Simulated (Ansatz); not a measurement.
Isolated molecules relaxed with PBE0-D4/def2-TZVP in Ansatz; ΔE leaves out vibrations. CCSD(T)/CBS is the MP2 limit (def2-TZVPP, def2-QZVPP) plus CCSD(T) − MP2 in def2-TZVPP, frozen cores. This one scheme is used for every species. Functionals use def2-TZVPP. B3LYP here is the variant with VWN-RPA as its local correlation; programs differ in this. Each species was taken in one conformer, which may not be the lowest.

Consider the formal hydrolysis of the Si–C bond: `C[Si](N)(N)Cl` + H₂O → `N[Si](N)(O)Cl` + CH₄.

| level | ΔE (kcal/mol) | difference from CCSD(T)/CBS |
| --- | --- | --- |
| PBE-D4 | -25.7 | 1.2 |
| B97M-V | -29.3 | -2.4 |
| B3LYP-D4 | -28.3 | -1.4 |
| BHLYP-D4 | -29.5 | -2.6 |
| ωB97M-V | -27.8 | -0.9 |
| PBE0 | -26.9 | 0.0 |
| r2SCAN0 | -28.8 | -1.9 |
| CAM-B3LYP | -29.8 | -2.9 |
| HF/def2-SVP | -30.1 | -3.2 |
| CCSD/def2-TZVPP | -28.0 | -1.1 |
| CCSD(T)/CBS | -26.9 | 0 |

Largest T1 diagnostic among the species: 0.010.

Leaving LDA and LC-ωPBE aside and taking each functional with its dispersion term where it has one, the values, not all of them listed here, spread over 4.1 kcal/mol, from BHLYP-D4 to revPBE-D4. From BLYP to BHLYP (50 % exact exchange), in def2-TZVPP and without D4, ΔE moves by −1.5 kcal/mol. At CCSD(T), def2-SVP lies −0.7 kcal/mol from the extrapolated value and def2-TZVPP −0.7 kcal/mol.

CCSD(T)/CBS has its own doubt, a few kJ/mol and more with outer-core shells, so smaller differences from it don't rank the levels.
